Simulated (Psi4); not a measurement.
hexachlorodisilane (Cl₆Si₂), singlet, at a GFN2-xTB geometry; PBE0/STO-3G run with Psi4 1.11.

The Psi4 input:
```
memory 2 GB

molecule {
0 1
  Cl    2.10500227   -0.48858342   -1.56076457
  Si    1.15002808   -0.11759071    0.17786792
  Cl    1.92269327    1.56678871    0.97681015
  Cl    1.52221827   -1.64568561    1.44232616
  Si   -1.15002808    0.11759071   -0.17786792
  Cl   -1.52391777    1.66420617   -1.41909364
  Cl   -1.91738160   -1.55604237   -1.00404894
  Cl   -2.10861444    0.45931652    1.56477085
}

set basis sto-3g

energy('pbe0')
print_variables()
```

What the program printed (banner, timings and long lists left out):

```
   => Loading Basis Set <=

    Name: STO-3G
    Role: ORBITAL
    Keyword: BASIS

         ---------------------------------------------------------
                                   SCF
               by Justin Turney, Rob Parrish, Andy Simmonett
                          and Daniel G. A. Smith
                              RKS Reference
         ---------------------------------------------------------

  ==> Geometry <==

    Molecular point group: c1
    Full point group: C1

    Geometry (in Angstrom), charge = 0, multiplicity = 1:

       Center              X                  Y                   Z               Mass
    ------------   -----------------  -----------------  -----------------  -----------------
         CL           2.105002270000    -0.488583420000    -1.560764571316    34.968852682000
         SI           1.150028080000    -0.117590710000     0.177867918684    27.976926534650
         CL           1.922693270000     1.566788710000     0.976810148684    34.968852682000
         CL           1.522218270000    -1.645685610000     1.442326158684    34.968852682000
         SI          -1.150028080000     0.117590710000    -0.177867921316    27.976926534650
         CL          -1.523917770000     1.664206170000    -1.419093641316    34.968852682000
         CL          -1.917381600000    -1.556042370000    -1.004048941316    34.968852682000
         CL          -2.108614440000     0.459316520000     1.564770848684    34.968852682000

  Running in c1 symmetry.

  Rotational constants: A =      0.02253  B =      0.01413  C =      0.01413 [cm^-1]
  Rotational constants: A =    675.52389  B =    423.49311  C =    423.49311 [MHz]
  Nuclear repulsion = 1213.950450934928995

  Charge       = 0
  Multiplicity = 1
  Electrons    = 130
  Nalpha       = 65
  Nbeta        = 65

  ==> Algorithm <==

  SCF Algorithm Type is DF.
  DIIS enabled.
  MOM disabled.
  Fractional occupation disabled.
  Guess Type is SAD.
  Energy threshold   = 1.00e-06
  Density threshold  = 1.00e-06
  Integral threshold = 1.00e-12

  ==> Primary Basis <==

  Basis Set: STO-3G
    Blend: STO-3G
    Number of shells: 40
    Number of basis functions: 72
    Number of Cartesian functions: 72
    Spherical Harmonics?: true
    Max angular momentum: 1

  ==> DFT Potential <==

   => LibXC <=

    Version 7.1.2
    S. Lehtola, C. Steigemann, M. J. T. Oliveira, and M. A. L. Marques,  SoftwareX 7, 1–5 (2018) (10.1016/j.softx.2017.11.002)

   => Composite Functional: PBE0 <=

    PBE0 Hyb-GGA Exchange-Correlation Functional

    C. Adamo and V. Barone,  J. Chem. Phys. 110, 6158 (1999) (10.1063/1.478522)
    M. Ernzerhof and G. E. Scuseria,  J. Chem. Phys. 110, 5029 (1999) (10.1063/1.478401)

    Deriv               =              1
    GGA                 =           TRUE
    Meta                =          FALSE

    Exchange Hybrid     =           TRUE
    MP2 Hybrid          =          FALSE

   => Exchange Functionals <=

    0.7500   Perdew, Burke & Ernzerhof

   => Exact (HF) Exchange <=

    0.2500               HF

   => Correlation Functionals <=

    1.0000   Perdew, Burke & Ernzerhof

   => LibXC Density Thresholds  <==

    XC_HYB_GGA_XC_PBEH:  1.00E-15

   => Molecular Quadrature <=

    Radial Scheme          =       TREUTLER
    Pruning Scheme         =           NONE
    Nuclear Scheme         =       TREUTLER

    Blocking Scheme        =         OCTREE
    BS radius alpha        =              1
    Pruning alpha          =              1
    Radial Points          =             75
    Spherical Points       =            302
    Total Points           =         158218
    Total Blocks           =           1284
    Max Points             =            256
    Max Functions          =             47
    Weights Tolerance      =       1.00E-15

   => Loading Basis Set <=

    Name: (STO-3G AUX)
    Role: JKFIT
    Keyword: DF_BASIS_SCF

  ==> Integral Setup <==

  SCF_SUBTYPE=INCORE selected. In-core MEM_DF algorithm will be used.
  Using in-core AOs.

  ==> MemDFJK: Density-Fitted J/K Matrices <==

    J tasked:                   Yes
    K tasked:                   Yes
    wK tasked:                   No
    Algorithm:                 Core
    Schwarz Cutoff:           1E-12
    Mask sparsity (%):      21.7593
    Fitting Condition:        1E-10

   => Auxiliary Basis Set <=

  Basis Set: (STO-3G AUX)
    Blend: DEF2-UNIVERSAL-JKFIT
    Number of shells: 304
    Number of basis functions: 1024
    Number of Cartesian functions: 1240
    Spherical Harmonics?: true
    Max angular momentum: 4

  Minimum eigenvalue in the overlap matrix is 2.9573850823E-01.
  Reciprocal condition number of the overlap matrix is 1.5653689247E-01.
    Using symmetric orthogonalization.

  ==> Pre-Iterations <==

  SCF Guess: Superposition of Atomic Densities via on-the-fly atomic UHF (no occupation information).

   -------------------------
    Irrep   Nso     Nmo
   -------------------------
     A         72      72
   -------------------------
    Total      72      72
   -------------------------

  ==> Iterations <==

                           Total Energy        Delta E     RMS |[F,P]|

   @DF-RKS iter SAD: -3301.30670658541339   -3.30131e+03   0.00000e+00
   @DF-RKS iter   1: -3302.35794088495277   -1.05123e+00   8.02179e-03 ADIIS/DIIS
   @DF-RKS iter   2: -3302.24935566163322    1.08585e-01   1.04617e-02 ADIIS/DIIS
   @DF-RKS iter   3: -3302.69375995609334   -4.44404e-01   1.56083e-04 ADIIS/DIIS
   @DF-RKS iter   4: -3302.69385452525785   -9.45692e-05   1.90910e-05 DIIS
   @DF-RKS iter   5: -3302.69385657101111   -2.04575e-06   8.56587e-07 DIIS
   @DF-RKS iter   6: -3302.69385657764451   -6.63340e-09   5.30165e-08 DIIS
  Energy and wave function converged.

  ==> Post-Iterations <==

   Electrons on quadrature grid:
      Ntotal   =  129.9999961203 ; deviation = -3.880e-06

    Orbital Energies [Eh]
    ---------------------

    Doubly Occupied:

[...]
    Virtual:

[...]
      72A      0.185317

    Final Occupation by Irrep:
              A
    DOCC [    65 ]
    NA   [    65 ]
    NB   [    65 ]

  @DF-RKS Final Energy: -3302.69385657764451

   => Energetics <=

    Nuclear Repulsion Energy =           1213.9504509349289947
    One-Electron Energy =               -6993.0200312879906051
    Two-Electron Energy =                2634.9322080376896338
    DFT Exchange-Correlation Energy =    -158.5564842622725621
    Empirical Dispersion Energy =           0.0000000000000000
    VV10 Nonlocal Energy =                  0.0000000000000000
    Total Energy =                      -3302.6938565776445103

Computation Completed

Properties will be evaluated at   0.000000,   0.000000,   0.000000 [a0]

Properties computed using the SCF density matrix

 Multipole Moments:

 ------------------------------------------------------------------------------------
     Multipole            Electronic (a.u.)      Nuclear  (a.u.)        Total (a.u.)
 ------------------------------------------------------------------------------------

 L = 1.  Multiply by 2.5417464519 to convert [e a0] to [Debye]
 Dipole X            :         -0.0000004           -0.0000000           -0.0000004
 Dipole Y            :          0.0000003            0.0000000            0.0000003
 Dipole Z            :         -0.0000014           -0.0000000           -0.0000014
 Magnitude           :                                                    0.0000015

 ------------------------------------------------------------------------------------

  Variable Map:
  ----------------------------------------------------------------------------
[...]
  Array Variable Map:
  ----------------------------------------------------------------------------
[...]
[...]
```
